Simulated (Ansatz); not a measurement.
The Pb1–Cl3 bond of ClHPb (SMILES [Cl][PbH]) is stretched (multiplicity 1, the rest rigid).
Geometry at rest (charge 0, multiplicity 1):
```xyz
3

Pb    -0.21816    -0.21253     0.29360
H     -1.37766    -0.88692    -0.99886
Cl     1.13335     1.07734    -1.35741
```

Correlated levels freeze the cores. Filled d and f shells under p-block atoms count as core.

Programs: Ansatz (Gaussian basis) for Hartree–Fock, density functionals and correlated methods. Values without a source in brackets are computed. In def2 rows elements past Kr take small-core potentials, without spin–orbit coupling.

Energies above the point at 2.493 Å (the B3LYP-D3(BJ) bond length), FIC-MRCISD+Q on CASSCF(6,4)/def2-SVP (kcal/mol): 12.76 at 2.244 Å; 5.56 at 2.743 Å; 76.25 at 7.978 Å.

**Question.** Take the last value as the depth D of a Morse curve D(1 − e^(−a(R − R₀)))², fit a and R₀ to the two near points, and test it at 3.366 and 4.363 Å.

**Answer.** 
With D = 76.3, both near points (counted from the curve's value at 2.493 Å) are met by a = 1.32 Å⁻¹ and R₀ = 2.504 Å, so k = 2Da² = 266 kcal/(mol Å²). The curve then gives 35.2 and 63.7 kcal/mol; the level itself gives 36.6 and 69.4, so Morse is off by -1.4 and -5.7.

Doubts at one or more of the structures used: active orbitals that take no part (FIC-MRCISD+Q on CASSCF(6,4)/def2-SVP).

Ansatz is a first-principles code.
